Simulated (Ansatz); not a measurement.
Consider the redistribution: `[NH2][Ga]([NH2])[Cl]` + `C[O][K]` → `C[O][Ga]([NH2])[NH2]` + `[Cl][K]`.

Gas-phase electronic energies from Ansatz, PBE0-D4/def2-TZVP geometries. CBS: MP2 limit from def2 TZ/QZ plus the TZ coupled-cluster correction, frozen cores. DFT in def2-TZVPP. For Ga, K outer-core shells are correlated without core-valence functions, which leaves a few kJ/mol of doubt a bond. Scalar relativity is left out up to krypton. One conformer a species, not always the lowest.

| level | ΔE (kJ/mol) | difference from CCSD(T)/CBS |
| --- | --- | --- |
| r2SCAN-D4 | -70.4 | 4.5 |
| r2SCANh-D4 | -72.4 | 2.5 |
| PBE | -60.4 | 14.5 |
| r2SCAN | -69.9 | 5.0 |
| PBE0 | -68.8 | 6.1 |
| HF/def2-SVP | -84.3 | -9.4 |
| MP2/def2-SVP | -57.7 | 17.2 |
| HF/def2-TZVPP | -94.3 | -19.4 |
| HF/def2-QZVPP | -94.2 | -19.3 |
| HF/CBS(def2) | -94.2 | -19.3 |
| CCSD(T)/CBS | -74.9 | 0 |

(1) What do rigid-rotor, harmonic-oscillator terms from PBE0-D4/def2-TZVP frequencies (298.15 K, 1 bar) make of the CCSD(T)/CBS value? (Best estimate.)

Largest T1 diagnostic among the species: 0.013.

## Answers

(1) The calculation gave: ΔZPE = +4.4 kJ/mol, ΔH = -69.9 kJ/mol, ΔS = 11 J/(mol·K), ΔG = -73.3 kJ/mol. Modes under 50 cm⁻¹ make the entropy rough.

Leaving LDA and LC-ωPBE aside and taking each functional with its dispersion term where it has one, the values, not all of them listed here, spread over 18.6 kJ/mol, from BHLYP-D4 to PBE-D4. In def2-TZVPP, CCSD(T) changes the Hartree–Fock value by +17.1 kJ/mol (the triples alone add +2.8 kJ/mol) and MP2 by +19.8 kJ/mol. From r2SCAN to r2SCAN0 (25 % exact exchange), in def2-TZVPP and without D4, ΔE moves by −4.9 kJ/mol.
